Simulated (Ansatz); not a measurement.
SnO, closed-shell singlet (the spin of the measured ground state), most abundant isotopes (15.9949 and 119.9022 u). Constants from fifth-degree fits in 1/R to seven points on the lowest solution found; no spin–orbit coupling, no relativity up to Kr; ω_e x_e and α_e move by some per cent with the fit.

Correlated levels freeze the inner cores; with def2 sets outer-core shells near the valence are correlated too.

Codes used: Ansatz (Gaussian basis) for Hartree–Fock, density functionals and correlated methods.  In def2 rows elements past Kr take small-core potentials, without spin–orbit coupling.

Total energies (hartree; each atom in its lowest state at that level) and vibrational constants (cm⁻¹):

```tsv
level	E(SnO) at r_e	E(O)	E(Sn)	ω_e	ω_e x_e
PBE/def2-TZVPP	-289.485724	-75.009672	-214.249349	806	3.2
B3LYP/def2-TZVPP	-289.628203	-75.096275	-214.327465	846	3.2
wB97M-V/def2-TZVPP	-289.483885	-75.077171	-214.206303	896	2.9
CCSD(T)/def2-QZVPP	-288.996973	-74.994067	-213.792505	830	3.7
```

Question: Work out D_e and D₀ in eV.

Answer: 
D_e = E(O) + E(Sn) − E(molecule), times 27.2114 eV; D₀ = D_e − (ω_e/2 − ω_e x_e/4)/8065.54.
- PBE/def2-TZVPP: D_e = 6.169, zero point 0.050, D₀ = 6.119 eV
- B3LYP/def2-TZVPP: D_e = 5.564, zero point 0.052, D₀ = 5.511 eV
- wB97M-V/def2-TZVPP: D_e = 5.453, zero point 0.055, D₀ = 5.398 eV
- CCSD(T)/def2-QZVPP: D_e = 5.725, zero point 0.051, D₀ = 5.674 eV
No counterpoise correction is made.

Ansatz is a program for electronic structure.
